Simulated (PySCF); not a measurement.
AlO (SMILES [O]=[Al]), doublet, geometry from GFN2-xTB (such geometries of metal compounds can be far from the true shape); MP2/def2-TZVP in PySCF.

Here is a job for PySCF.
```python
from pyscf import gto, scf, mp

mol = gto.M(
    atom='''
Al   -0.00000000   -0.00000000   -0.59815116
O     0.00000000    0.00000000    0.97199563
''',
    basis='def2-tzvp',
    spin=1,
    verbose=4,
)

mf = scf.UHF(mol)
mf.kernel()

pt = mp.MP2(mf)
pt.kernel()
print('E(MP2) = %.10f' % pt.e_tot)
```

What the program printed (banner, timings and long lists left out):

```
PySCF version 2.14.0

[INPUT] verbose = 4
[INPUT] num. atoms = 2
[INPUT] num. electrons = 21
[INPUT] charge = 0
[INPUT] spin (= nelec alpha-beta = 2S) = 1
[INPUT] symmetry False subgroup None
[INPUT] Mole.unit = angstrom
[INPUT] Symbol           X                Y                Z      unit          X                Y                Z       unit  Magmom
[INPUT]  1 Al     0.000000000000   0.000000000000  -0.598151160000 AA    0.000000000000   0.000000000000  -1.130341873491 Bohr   0.0
[INPUT]  2 O      0.000000000000   0.000000000000   0.971995630000 AA    0.000000000000   0.000000000000   1.836805534974 Bohr   0.0

nuclear repulsion = 35.0504999189789
number of shells = 24
number of NR pGTOs = 109
number of NR cGTOs = 68
basis = def2-tzvp
ecp = {}

******** <class 'pyscf.scf.uhf.UHF'> ********
method = UHF
initial guess = minao
damping factor = 0
level_shift factor = 0
DIIS = <class 'pyscf.scf.diis.CDIIS'>
diis_start_cycle = 1
diis_space = 8
diis_damp = 0
SCF conv_tol = 1e-09
SCF conv_tol_grad = None
SCF max_cycles = 50
direct_scf = True
direct_scf_tol = 1e-13
number electrons alpha = 11  beta = 10
Set gradient conv threshold to 3.16228e-05
init E= -316.614963404463

cycle= 1 E= -316.576405350435  delta_E= 0.0386  |g|= 0.614  |ddm|= 1.05
cycle= 2 E= -316.447556563408  delta_E= 0.129  |g|= 0.859  |ddm|= 0.871
cycle= 3 E= -316.764083619545  delta_E= -0.317  |g|= 0.05  |ddm|= 0.483
cycle= 4 E= -316.767876517287  delta_E= -0.00379  |g|= 0.0196  |ddm|= 0.096
cycle= 5 E= -316.768768512927  delta_E= -0.000892  |g|= 0.00837  |ddm|= 0.0453
cycle= 6 E= -316.768985496093  delta_E= -0.000217  |g|= 0.00556  |ddm|= 0.0205
cycle= 7 E= -316.769095083599  delta_E= -0.00011  |g|= 0.00502  |ddm|= 0.0119
cycle= 8 E= -316.769283880099  delta_E= -0.000189  |g|= 0.00447  |ddm|= 0.0235
cycle= 9 E= -316.769457580221  delta_E= -0.000174  |g|= 0.00419  |ddm|= 0.0254
cycle= 10 E= -316.769602961833  delta_E= -0.000145  |g|= 0.00407  |ddm|= 0.023
cycle= 11 E= -316.769667441876  delta_E= -6.45e-05  |g|= 0.00395  |ddm|= 0.0103
cycle= 12 E= -316.769892029338  delta_E= -0.000225  |g|= 0.00407  |ddm|= 0.0357
cycle= 13 E= -316.768810690591  delta_E= 0.00108  |g|= 0.00946  |ddm|= 0.162
cycle= 14 E= -316.769632189263  delta_E= -0.000821  |g|= 0.00497  |ddm|= 0.121
cycle= 15 E= -316.771461049774  delta_E= -0.00183  |g|= 0.0221  |ddm|= 0.398
cycle= 16 E= -316.76896529508  delta_E= 0.0025  |g|= 0.00728  |ddm|= 0.495
cycle= 17 E= -316.768957877084  delta_E= 7.42e-06  |g|= 0.00864  |ddm|= 0.00645
cycle= 18 E= -316.769046160671  delta_E= -8.83e-05  |g|= 0.00724  |ddm|= 0.011
cycle= 19 E= -316.769279933442  delta_E= -0.000234  |g|= 0.00702  |ddm|= 0.0366
cycle= 20 E= -316.770642867625  delta_E= -0.00136  |g|= 0.011  |ddm|= 0.226
cycle= 21 E= -316.769705518076  delta_E= 0.000937  |g|= 0.0092  |ddm|= 0.15
cycle= 22 E= -316.769607071464  delta_E= 9.84e-05  |g|= 0.00981  |ddm|= 0.0133
cycle= 23 E= -316.768461597153  delta_E= 0.00115  |g|= 0.0182  |ddm|= 0.152
cycle= 24 E= -316.76969637341  delta_E= -0.00123  |g|= 0.016  |ddm|= 0.203
cycle= 25 E= -316.768604129201  delta_E= 0.00109  |g|= 0.0241  |ddm|= 0.147
cycle= 26 E= -316.768976562375  delta_E= -0.000372  |g|= 0.0207  |ddm|= 0.0447
cycle= 27 E= -316.768848649038  delta_E= 0.000128  |g|= 0.0216  |ddm|= 0.0178
cycle= 28 E= -316.769773096165  delta_E= -0.000924  |g|= 0.0172  |ddm|= 0.145
cycle= 29 E= -316.769434278172  delta_E= 0.000339  |g|= 0.0156  |ddm|= 0.0762
cycle= 30 E= -316.76979638495  delta_E= -0.000362  |g|= 0.0136  |ddm|= 0.0496
cycle= 31 E= -316.765894226191  delta_E= 0.0039  |g|= 0.0512  |ddm|= 0.309
cycle= 32 E= -316.768315533922  delta_E= -0.00242  |g|= 0.0252  |ddm|= 0.126
cycle= 33 E= -316.768854700804  delta_E= -0.000539  |g|= 0.0233  |ddm|= 0.0871
cycle= 34 E= -316.768621281693  delta_E= 0.000233  |g|= 0.0207  |ddm|= 0.0668
cycle= 35 E= -316.768149238401  delta_E= 0.000472  |g|= 0.0248  |ddm|= 0.0491
cycle= 36 E= -316.769423956751  delta_E= -0.00127  |g|= 0.0146  |ddm|= 0.155
cycle= 37 E= -316.769492390602  delta_E= -6.84e-05  |g|= 0.0138  |ddm|= 0.00789
cycle= 38 E= -316.76898995062  delta_E= 0.000502  |g|= 0.0135  |ddm|= 0.0904
cycle= 39 E= -316.769516293359  delta_E= -0.000526  |g|= 0.0106  |ddm|= 0.0766
cycle= 40 E= -316.769861130043  delta_E= -0.000345  |g|= 0.0105  |ddm|= 0.0562
cycle= 41 E= -316.769135681481  delta_E= 0.000725  |g|= 0.0157  |ddm|= 0.0963
cycle= 42 E= -316.769255877199  delta_E= -0.00012  |g|= 0.0152  |ddm|= 0.019
cycle= 43 E= -316.769350157391  delta_E= -9.43e-05  |g|= 0.0139  |ddm|= 0.0141
cycle= 44 E= -316.769808704113  delta_E= -0.000459  |g|= 0.0147  |ddm|= 0.0858
cycle= 45 E= -316.769949672526  delta_E= -0.000141  |g|= 0.0175  |ddm|= 0.0479
cycle= 46 E= -316.770368419502  delta_E= -0.000419  |g|= 0.0177  |ddm|= 0.0752
cycle= 47 E= -316.769742907049  delta_E= 0.000626  |g|= 0.00409  |ddm|= 0.184
cycle= 48 E= -316.770920485907  delta_E= -0.00118  |g|= 0.00805  |ddm|= 0.177
cycle= 49 E= -316.752097888922  delta_E= 0.0188  |g|= 0.144  |ddm|= 0.626
cycle= 50 E= -316.760409263231  delta_E= -0.00831  |g|= 0.095  |ddm|= 0.0893
SCF not converged.
SCF energy = -316.760409263231 after 50 cycles  <S^2> = 0.75655974  2S+1 = 2.006549

******** <class 'pyscf.mp.ump2.UMP2'> ********
nocc = (np.int64(11), np.int64(10)), nmo = (68, 68)
Init E(MP2) = -0.434129732775649
cycle = 1  E_corr(MP2) = -0.440121618414123  dE = -0.00599188564  norm(t2) = 0.0154282
cycle = 2  E_corr(MP2) = -0.440362136344718  dE = -0.000240517931  norm(t2) = 0.000772674
cycle = 3  E_corr(MP2) = -0.440373029487435  dE = -1.08931427e-05  norm(t2) = 4.28654e-05
cycle = 4  E_corr(MP2) = -0.440373026851863  dE = 2.63557182e-09  norm(t2) = 1.24268e-06
E(UMP2) = -317.200782290083  E_corr = -0.440373026851863
E(SCS-UMP2) = -317.187070122793  E_corr = -0.426660859561612
E_corr(same-spin) = -0.117446276146873
E_corr(oppo-spin) = -0.32292675070499
E(MP2) = -317.2007822901
```

The run did not converge; its last values are not results.
